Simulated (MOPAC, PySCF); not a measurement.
C$_{4}$H$_{5}$BOS, SMILES `c1occ(c1B)S`, neutral singlet in the gas phase. 

Z-matrix (Å, degrees):
```
C
C 1 1.3813
O 2 1.3247 1 112.09
C 3 1.3658 2 107.65 1 -0.02
C 4 1.3620 3 109.95 2 0.00
H 4 1.0858 5 133.81 1 -179.98
H 2 1.0887 3 116.63 4 -180.00
B 1 1.5189 2 124.69 7 -0.01
H 8 1.2088 1 119.63 2 0.00
H 8 1.2113 9 118.74 1 179.99
S 5 1.7503 4 125.78 6 -0.02
H 11 1.3493 5 94.94 4 179.94
```
Charge 0, multiplicity 1.

All levels are single points at this geometry (PBE0-D3(BJ)/def2-SVP); Pople sets use spherical d functions. Orbital energies aren't observables, and empty levels follow the basis.

PBE/6-31G* in PySCF gives HOMO (eV) = -5.19.

Estimate the HOMO (eV) from each of these levels: PBE0-D3(BJ)/def2-TZVP in PySCF; B3LYP/LANL2DZ in PySCF; BP86/6-31G* in PySCF; SVWN5/6-31G* in PySCF; HF/3-21G in PySCF; HF/STO-3G in PySCF; AM1 in MOPAC; PM3 in MOPAC.


| level | HOMO (eV) |
|---|---|
| PBE0-D3(BJ)/def2-TZVP in PySCF | -6.43 |
| B3LYP/LANL2DZ in PySCF | -6.32 |
| BP86/6-31G* in PySCF | -5.29 |
| SVWN5/6-31G* in PySCF | -5.33 |
| HF/3-21G in PySCF | -8.75 |
| HF/STO-3G in PySCF | -6.34 |
| AM1 in MOPAC | -8.62 |
| PM3 in MOPAC | -8.89 |
